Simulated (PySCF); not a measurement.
# How methods differ on the ionisation energy of Ti¹⁵⁺

Ti¹⁵⁺ [He] 2s2 2p3 (4S) → Ti¹⁶⁺ [He] 2s2 2p2 (3P), as a difference of total energies. All numbers are calculated (PySCF 2.14, the non-relativistic Hamiltonian (point nucleus), in an even-tempered Gaussian basis (18 s from 2.7 bohr⁻², ratio 2.2; 11 p from 3.5 bohr⁻², ratio 2.2; 6 d from 16 bohr⁻², ratio 2.4; 5 f from 24 bohr⁻², ratio 2.4; 5 g from 36 bohr⁻², ratio 2.4)). Correlated levels: nothing frozen; virtual orbitals above 40 to 60 times the deepest correlated orbital energy dropped. The calculations carry no spin-orbit coupling.

| method | ionisation energy (eV) |
| --- | --- |
| UHF | 1045.2 |
| LDA | 1044.6 |
| PBE | 1044.5 |
| PBE0 | 1045.0 |
| r2SCAN | 1046.1 |
| TPSS | 1044.5 |
| PW91 | 1045.0 |
| MP2 (all electrons) | 1045.5 |
| SCS-MP2 (all electrons) | 1045.0 |

A first-order spin-orbit estimate (lowest level to lowest level, LS coupling) adds -4.364 eV.

These non-relativistic numbers lack the scalar-relativistic shift.

For comparison: 1042.5 ± 0.8 eV (semi-empirical (NIST evaluation); NIST Atomic Spectra Database, ionization energies).
